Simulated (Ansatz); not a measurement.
Computed with Ansatz on PBE0-D4/def2-TZVP structures; ΔE is electronic, products minus reactants. CBS: MP2 limit from def2 TZ/QZ plus the TZ coupled-cluster correction, frozen cores. This one scheme is used for every species. Functionals use def2-TZVPP. Triplets are unrestricted, without spin–orbit coupling. One conformer a species, not always the lowest.

Consider the formal loss of a carbene: `CC[O][Al]([Cl])[Cl]` → `C[O][Al]([Cl])[Cl]` + `[CH2]` (triplet).

CCSD(T)/CBS gives +449.7 kJ/mol.

Question: Another level gave +427.4 kJ/mol. Which?
A. ωB97X-V/def2-TZVPP
B. PBE/def2-TZVPP
C. PBE0/def2-TZVPP
D. CCSD/def2-TZVPP

Answer: D. CCSD/def2-TZVPP 427.4, PBE0 441.4, PBE 448.8, ωB97X-V 460.0 kJ/mol.

Largest T1 diagnostic among the species: 0.011.

Leaving LDA and LC-ωPBE aside and taking each functional with its dispersion term where it has one, the values, not all of them listed here, spread over 36.6 kJ/mol, from r2SCAN0-D4 to ωB97X-V. LDA lies +75.1 kJ/mol from PBE without D4. From PBE to PBE0 (25 % exact exchange), in def2-TZVPP and without D4, ΔE moves by −7.5 kJ/mol.
